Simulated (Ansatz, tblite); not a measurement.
Cost and result up the ladder for B₃P₂ (5 atoms). Total charge 0; doublet. Geometry: PBE-D4/def2-SVP.

Cartesian coordinates in Å:
```
B 0.7799 -0.5365 0.7269
B -0.3584 0.5547 0.0012
B 0.1671 -0.9293 -0.7301
P 0.4179 0.9120 1.6942
P -1.0065 -0.0009 -1.6922
```

Ansatz on 4 threads of Arm Neoverse V1 on a shared host; xTB runs through tblite on one thread. Times are rough, summed over both states, and most runs start from the orbitals of an earlier one. PBE0-D4/def2-TZVP serves as the yardstick here, not as an exact answer. The other state is a triplet.

The xTB rows come from tblite. The structure comes from a short search, and lower isomers may exist.

Raw xTB energies of ions are shifted by several eV, and xTB has no spin-polarisation term.

| level | functions | vertical IE (eV) | difference from PBE0-D4/def2-TZVP (eV) |
| --- | --- | --- | --- |
| PBE0-D4/def2-TZVP (with forces) | 167 | 8.60 | 0.00 |
| r2SCAN-D4/def2-TZVP | 167 | 8.62 | 0.02 |
| GFN1-xTB | 30 | 13.26 | 4.65 |
| GFN2-xTB | 30 | 11.85 | 3.25 |
| PBE-D4/def2-TZVP | 167 | 8.62 | 0.02 |

**Question.** Estimate how long each takes.

**Answer.** GFN1-xTB 0.007 s; GFN2-xTB 0.008 s; PBE-D4/def2-TZVP 4.7 s; PBE0-D4/def2-TZVP (with forces) 7.3 s; r2SCAN-D4/def2-TZVP 12 s. On shared hardware such times vary by a factor of up to 3.
